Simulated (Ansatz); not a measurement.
Isomers of B$_{5}$NH$_{7}$⁻ (singlet), relaxed with r2SCAN-D4/def2-SVPD; total energies from Ansatz at PBE0-D4/def2-TZVPD.

| isomer | description | energy (Eh) |
| --- | --- | --- |
| A | [closo-2-(NH3)B5H4]- (B₅NH₇⁻) | -183.03001 |
| B | [closo-1-(NH3)B5H4]- (B5NH7⁻) | -183.02476 |

A: The highest occupied level of the charge -1 singlet lies above zero (up to 0.03 eV). The electron is either unbound and held by the finite basis, or the level is raised by self-interaction error.

Q: Work out the relative energies (1 Eh = 2625.5 kJ/mol) and the Boltzmann populations at 500 K from electronic energies alone (R = 8.314 J/mol/K).

A: ΔE: A 0.0, B 13.8 kJ/mol. RT = 4.16 kJ/mol. Factors exp(−ΔE/RT): A 1, B 0.0363; sum 1.036. Populations: A 96.5 %, B 3.5 %. Zero-point energy, vibrational entropy and symmetry numbers are left out and can shift these; an error of 4 kJ/mol changes a ratio by a factor of 2.6. Over the other density-functional and correlated levels in def2 sets, the gap between A and B ranges from 9 to 19 kJ/mol.
